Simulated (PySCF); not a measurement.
A small calculation by hand: chemical shift, span and skew from a shielding tensor

C4H4BNO, SMILES C#C[C@@H]1N=CB1O. Atoms are numbered in the order given.

```xyz
11

C      2.6206    -0.4111    -0.4274
C      1.4929    -0.5193     0.0050
C      0.1404    -0.5716     0.5178
N     -0.8845    -1.2706    -0.3508
C     -1.7973    -0.3540    -0.3403
B     -0.8317     0.6889     0.2913
O     -0.6923     2.0164     0.2539
H      3.6215    -0.3398    -0.8110
H      0.1212    -1.0248     1.5223
H     -2.7713    -0.4924    -0.8262
H      0.1772     2.3115     0.5521
```
Charge 0, spin multiplicity 1.

The structure is a stationary point at PBE0-D3(BJ)/def2-SVP. The structure was generated by enumeration; whether it is a known compound was not checked. Other conformers were not sampled.

GIAO shieldings from PBE0/pcSseg-1 (PySCF), non-relativistic, no solvent. The symmetric part of the tensor of C3 has the principal values 92.8, 116.8, 162.3 ppm. The same nucleus in TMS has σ = 186.3 ppm at this level (PySCF, at its B3LYP-D3(BJ)/def2-TZVP geometry).

**Question.** Work out the isotropic shielding, the ¹³C shift against TMS, the span and the skew.

**Answer.** 
σ(iso) = (σ11 + σ22 + σ33)/3 = 124.0 ppm. δ = σ(ref) − σ(iso) = 186.3 − (124.0) = 62.3 ppm.
Span Ω = σ33 − σ11 = 69.5 ppm. Skew κ = 3(σ(iso) − σ22)/Ω = 0.31. Tumbling in solution averages the tensor to δ; in a static solid the shielding alone would spread this spin-1/2 line over Ω.
